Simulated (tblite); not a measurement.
Isomers of C4H9NO2Si. All values are computed: GFN2-xTB (tblite) harmonic vibrations without scaling, gas phase. Errors from tens to a few hundred cm⁻¹ against measured bands are possible. Modes of hydrogen on silicon can be 10 to 20 % off. One conformer each.

Electronic energies: GFN2-xTB at the same geometries; isomer energies are rough at this level and their order can be wrong.

| SMILES | electronic energy, lowest = 0 (kcal/mol) |
| --- | --- |
| C=NC(=C)O[SiH2]OC | 24.0 |
| CO[SiH2]OCCC#N | 18.0 |
| C=CO[SiH2]CC(N)=O | 37.5 |
| O=CN1CCC[Si@@H]1O | 0.0 |

How do GFN2-xTB zero-point energies change the relative energies?

| SMILES | ZPE (kcal/mol) | of it from modes above 1550 cm⁻¹ | electronic (kcal/mol) | with ZPE, lowest = 0 (kcal/mol) | lowest mode (cm⁻¹) | rings |
| --- | --- | --- | --- | --- | --- | --- |
| O=CN1CCC[Si@@H]1O | 82.0 | 40.7 | 0.0 | 0.0 | 60 | 1 |
| CO[SiH2]OCCC#N | 78.9 | 39.5 | 18.0 | 14.8 | 20 | 0 |
| C=NC(=C)O[SiH2]OC | 77.8 | 41.7 | 24.0 | 19.8 | 42 | 0 |
| C=CO[SiH2]CC(N)=O | 78.4 | 43.4 | 37.5 | 33.8 | 29 | 0 |

The zero-point energies span 4.2 kcal/mol, from `C=NC(=C)O[SiH2]OC` to `O=CN1CCC[Si@@H]1O`. The order is unchanged.

What do entropy and thermal enthalpy add at 298.15 K and 1 bar (rigid rotor, harmonic oscillator, one conformer each)?

```csv
SMILES,point group,symmetry number,S (cal/(mol K)),H − H(0) (kcal/mol),ZPE + H − H(0) − TS (kcal/mol)
O=CN1CCC[Si@@H]1O,C1,1,93.2,6.35,60.6
C=NC(=C)O[SiH2]OC,C1,1,103.3,7.37,54.3
C=CO[SiH2]CC(N)=O,C1,1,102.2,7.24,55.1
```

Not tabulated: `CO[SiH2]OCCC#N` (lowest mode only 20 cm⁻¹).
